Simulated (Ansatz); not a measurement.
Reaction (atomization): `[F][SnH]([F])[I]` → 2 F• + H• + I• + Sn•

Program: Ansatz. Geometries: PBE0-D4/def2-TZVP. ΔE: electronic, gas phase. CCSD(T)/CBS adds triple-zeta CCSD(T) − MP2 to the extrapolated MP2 energy (def2 sets, frozen cores). This one scheme is used for every species, atoms too. Functionals use def2-TZVPP. B3LYP here is the variant with VWN-RPA as its local correlation; programs differ in this. HSE06 is defined as in plane-wave codes. No spin–orbit coupling; open shells (•) take unrestricted orbitals. Spin–orbit coupling would lower the free atoms: a little for F; strongly for I, Sn. Elements past krypton have def2 core potentials. For I, Sn outer-core shells are correlated without core-valence functions, so the limit isn't a true one: a few kJ/mol of doubt a bond, and 10 to 20 or more in all where bonds break to atoms.

`[F][SnH]([F])[I]`:

Cartesian coordinates in Å:
```
F -0.224 1.441 1.199
Sn -0.066 -0.114 0.114
F 1.761 -0.599 0.323
I -0.426 0.610 -2.388
H -1.044 -1.339 0.752
```

```
        level  ΔE (kJ/mol)
     B3LYP-D4       1363.6
     HSE06-D4       1362.6
HF/def2-QZVPP        926.6
MP2/CBS(def2)       1481.5
```

(1) What does CCSD(T)/CBS give? (An estimate is asked.)

Largest T1 diagnostic among the species: 0.013.

Results:

(1) The calculation gave: +1427.2 kJ/mol. The listed levels differ from it by -63.6, -64.6, -500.6, 54.3 kJ/mol.

In def2-TZVPP, CCSD(T) changes the Hartree–Fock value by +432.8 kJ/mol (the triples alone add +37.1 kJ/mol) and MP2 by +487.0 kJ/mol; breaking electron pairs costs correlation energy, which Hartree–Fock lacks. From BLYP to BHLYP (50 % exact exchange), in def2-TZVPP and without D4, ΔE moves by −84.6 kJ/mol: exact exchange takes away binding that semilocal exchange gives to molecules.

For atomizations the MP2-based limit and the directly extrapolated one differ by several kJ/mol either way, and by 10 to 25 for some Ge, Se and Sn compounds, so smaller differences from it don't rank the levels.
